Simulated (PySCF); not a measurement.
From one molecule to another.

First species: CH4GeOS.
Numbering: `[O:1]=[CH:2][GeH2:3][SH:4]` (hydrogens: H5 on C2; H6, H7 on Ge3; H8 on S4)

Cartesian coordinates in Å at the PBE0-D3(BJ)/def2-SVP level; atoms count from 1:
```
atom  x, y, z in Å
O1     0.7075   -1.7511    0.0760
C2     1.0257   -0.5989   -0.0474
Ge3   -0.3574    0.8608   -0.0154
S4    -2.2149   -0.2793    0.3440
H5     2.1052   -0.3234   -0.1855
H6    -0.3558    1.5994   -1.3673
H7    -0.0391    1.8610    1.1116
H8    -1.4748   -1.4209    0.3245
```

Second species: C₅H₁₀O.
SMILES: `C1CC1OCC`

Levels: CAM-B3LYP/def2-SVPD for dipole moment, HOMO energy, LUMO energy, HOMO–LUMO gap, static isotropic polarisability and electronic spatial extent ⟨r²⟩ about the centre of nuclear charge; TDDFT CAM-B3LYP/def2-SVPD for lowest singlet excitation; TDA CAM-B3LYP/def2-SVPD for lowest triplet excitation (Tamm–Dancoff); ΔSCF CAM-B3LYP/def2-SVPD for vertical ionisation energy; PBE0-D3(BJ)/def2-SVP for rotational constant A and rotational constant C. Geometries: PBE0-D3(BJ)/def2-SVP. All species are isolated and taken at one optimised geometry, non-relativistic unless stated; the electronic structure was computed with PySCF and density fitting.

Dipoles, sizes and rotational constants follow the conformer. The torsions of the flexible species, by atom-mapped SMILES:
- `[O:1]=[CH:2][GeH2:3][SH:4]`: O1–C2–Ge3–S4 2°, H–S4–Ge3–C2 -2°
- `[CH3:1][CH2:2][O:3][CH:4]1[CH2:5][CH2:6]1`: C1–C2–O3–C4 179°, C2–O3–C4–C5 -83°

Values for the first species:

```
Dipole moment                                                     : 2.81 D
HOMO energy                                                       : -8.70 eV
LUMO energy                                                       : -0.72 eV
HOMO–LUMO gap                                                     : 7.98 eV
Lowest singlet excitation                                         : 3.48 eV
Lowest triplet excitation (Tamm–Dancoff)                          : 2.84 eV
Static isotropic polarisability                                   : 68.2 au
Vertical ionisation energy                                        : 9.67 eV
Electronic spatial extent ⟨r²⟩ about the centre of nuclear charge : 619 bohr²
Rotational constant A                                             : 4.451 GHz
Rotational constant C                                             : 1.848 GHz
```

(1) Estimate the same properties for the second species, and the change in each.

## Answers

(1) 
| property | first | second | second less first |
| --- | --- | --- | --- |
| dipole moment | 2.81 D | 1.19 D | -1.62 D |
| HOMO energy | -8.70 eV | -8.64 eV | +0.06 eV |
| LUMO energy | -0.72 eV | 1.50 eV | +2.22 eV |
| HOMO–LUMO gap | 7.98 eV | 10.14 eV | +2.16 eV |
| lowest singlet excitation | 3.48 eV | 7.19 eV | +3.71 eV |
| lowest triplet excitation (Tamm–Dancoff) | 2.84 eV | 7.04 eV | +4.20 eV |
| static isotropic polarisability | 68.2 au | 64.8 au | -3.4 au |
| vertical ionisation energy | 9.67 eV | 9.44 eV | -0.23 eV |
| electronic spatial extent ⟨r²⟩ about the centre of nuclear charge | 619 bohr² | 752 bohr² | +133 bohr² |
| rotational constant A | 4.451 GHz | 10.988 GHz | +6.537 GHz |
| rotational constant C | 1.848 GHz | 1.759 GHz | -0.089 GHz |

On the first: In atomic units the dipole is 1.11 e·bohr (1 au = 2.5417 D). The principal polarisabilities are 54.9, 71.0 and 78.9 au; their mean is the isotropic value. Relativistic effects, spin–orbit coupling among them, are left out although an element past zinc is present.

On the second: The principal polarisabilities are 58.2, 60.8 and 75.5 au; their mean is the isotropic value. S1 lies 2.95 eV below the HOMO–LUMO gap; its leading configuration is HOMO→LUMO, weight 0.82.
